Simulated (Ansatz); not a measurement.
Program: Ansatz. Geometries: PBE0-D4/def2-TZVP. ΔE: electronic, gas phase. CCSD(T)/CBS is the MP2 limit (def2-TZVPP, def2-QZVPP) plus CCSD(T) − MP2 in def2-TZVPP, frozen cores. This one scheme is used for every species. Functionals use def2-TZVPP. B3LYP here is the variant with VWN-RPA as its local correlation; programs differ in this. Each species was taken in one conformer, which may not be the lowest.

Reaction (ligand exchange at the Si–C bond): `C#C[Si](Cl)(Cl)Cl` + `O[SiH3]` → `[SiH3]O[Si](Cl)(Cl)Cl` + `C#C`

`C#C[Si](Cl)(Cl)Cl`:

```xyz
7

C    -1.684    0.416   -1.053
C    -0.684    0.169   -0.428
Si    0.809   -0.200    0.506
Cl    0.368   -1.462    2.029
Cl    1.583    1.514    1.261
Cl    2.177   -1.072   -0.709
H    -2.569    0.634   -1.607
```

`O[SiH3]`:

Cartesian coordinates in Å:
```
O -0.756 -0.442 -0.936
Si 0.163 0.281 0.225
H -0.717 -1.396 -1.007
H -0.209 -0.183 1.590
H -0.095 1.734 0.100
H 1.613 0.006 0.028
```

`[SiH3]O[Si](Cl)(Cl)Cl`:

Cartesian coordinates in Å:
```
Si 0.453 1.483 0.525
O -0.220 0.257 -0.350
Si -0.461 -1.310 -0.554
Cl 1.312 -2.267 -0.789
Cl -1.597 -1.590 -2.202
Cl -1.413 -2.089 1.059
H 0.083 2.752 -0.141
H 1.926 1.317 0.544
H -0.082 1.447 1.907
```

`C#C`:

Cartesian coordinates in Å:
```
C -0.195 -0.201 0.529
C 0.195 0.201 -0.529
H -0.541 -0.559 1.470
H 0.541 0.559 -1.470
```

```json
{"level": "B3LYP", "ΔE (eV)": "-0.93"}
{"level": "CCSD/def2-TZVPP", "ΔE (eV)": "-0.99"}
```

Q: What does CCSD(T)/CBS give? (Best estimate.)

A: Ansatz gave: -0.96 eV. The listed levels differ from it by 0.03, -0.03 eV.

Largest T1 diagnostic among the species: 0.013.

The D4 term adds −0.05 eV with B3LYP and −0.03 eV with PBE0; it sums over pairs of atoms, weighted by their polarisabilities, and B3LYP, whose exchange is more repulsive, gets the larger term. In def2-TZVPP, CCSD(T) changes the Hartree–Fock value by +0.18 eV (the triples alone add +0.04 eV) and MP2 by +0.23 eV.
